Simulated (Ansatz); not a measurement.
(HBe-mu-OH)2 (Be2O2H4). Total charge 0; triplet. Geometry r2SCAN-D4/def2-TZVP, that of the neutral singlet; atoms count from 1.

```xyz
8

Be    0.381   -0.386   -0.982
H     0.828   -0.852   -2.166
O     0.169   -1.000    0.458
Be   -0.379    0.386    0.983
H    -0.844    0.847    2.162
O    -0.153    1.004   -0.453
H     0.296   -1.861    0.846
H    -0.298    1.860   -0.846
```

At PBE0-D4/def2-TZVP a singlet of charge 0 lies 6.65 eV below the triplet at the same geometry.

**Question.** Estimate the Mulliken populations from the PBE0/def2-TZVP orbitals of Ansatz.

**Answer.** 
| atom | charge (e) | spin (α − β) |
| --- | --- | --- |
| Be1 | -0.47 | 1.29 |
| H2 | 0.30 | 0.62 |
| O3 | -0.29 | 0.02 |
| Be4 | 0.18 | 0.02 |
| H5 | -0.08 | 0.04 |
| O6 | -0.29 | 0.02 |
| H7 | 0.32 | 0.00 |
| H8 | 0.32 | 0.00 |
Mulliken values depend strongly on the basis.

**Question.** Where does the spin sit?

**Answer.** Summed by element: Be 1.31, H 0.65, O 0.03, of 2 unpaired in all. Largest on single atoms: Be1 1.29, H2 0.62, H5 0.04.

**Question.** And the Mayer bond orders between heavy atoms (over 0.3)?

**Answer.** Be1–O3 0.75 (1.58 Å); Be1–O6 0.75 (1.58 Å); O3–Be4 0.79 (1.58 Å); Be4–O6 0.79 (1.58 Å).
